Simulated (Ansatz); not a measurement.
Single points on the cluster Ga4As5⁻.

```yaml
crystal:
  periodic: [false, false, false]
  atoms:
    - {symbol: Ga, position_ang: [-1.213729, -2.689857, -0.443921]}
    - {symbol: Ga, position_ang: [0.404086, 2.793007, 0.233288]}
    - {symbol: Ga, position_ang: [-1.105668, 0.135590, 0.217517]}
    - {symbol: Ga, position_ang: [1.948595, 0.545471, -0.521522]}
    - {symbol: As, position_ang: [-1.803552, 2.416104, 0.702076]}
    - {symbol: As, position_ang: [1.071196, -1.292308, 0.801887]}
    - {symbol: As, position_ang: [0.971678, -3.477887, -0.224831]}
    - {symbol: As, position_ang: [-2.981722, -1.192179, -0.479556]}
    - {symbol: As, position_ang: [2.709107, 2.762058, -0.284938]}
basis:
  gaussian: {orbitals: def2-SVPD, initial_orbitals: start.molden}
total_charge: -1
hamiltonian: {xc: pbe, dispersion: d4}
scf: {omitted_lower_state_checks: [starts]}
output: {orbitals: {seedname: orbitals}}
```

The file start.molden holds the orbitals of an earlier run on this structure, at another level or in another basis.

```sh
$ ansatz run in.yaml --threads 4 --pin off --events-out ev --progress --plain --max-ram 6963MiB
```

Output, abridged:

```
Functional definition: PBE
3660 factors; their error is unknown
mean field evaluation 1: about -513586.3148 eV, gradient 5.2e1 eV
mean field evaluation 2: about -513587.0364 eV, gradient 1.7e0 eV
mean field evaluation 4: about -513586.9317 eV, gradient 6.0e-2 eV
mean field -513586.93174657 eV, -18873.9716199608 hartree, gradient 3.1e-5 eV, S^2 0.000000; 0 other end points of the search recorded, 0 dependent functions left out
reference -513586.93180474 eV, -18873.9716220987 hartree; 145, 145 occupied and 197, 197 virtual orbitals, 3660 factors
Total energy: -513587.81679671 eV, -18874.0041449537 hartree
Checks for a lower state left out: starts
```

It took 23 s on 4 threads of Intel Xeon on a shared host, peak host memory 1.3 GiB.

Geometry: PBE-D4/def2-SVP.

The structure comes from a short search, and lower isomers may exist.
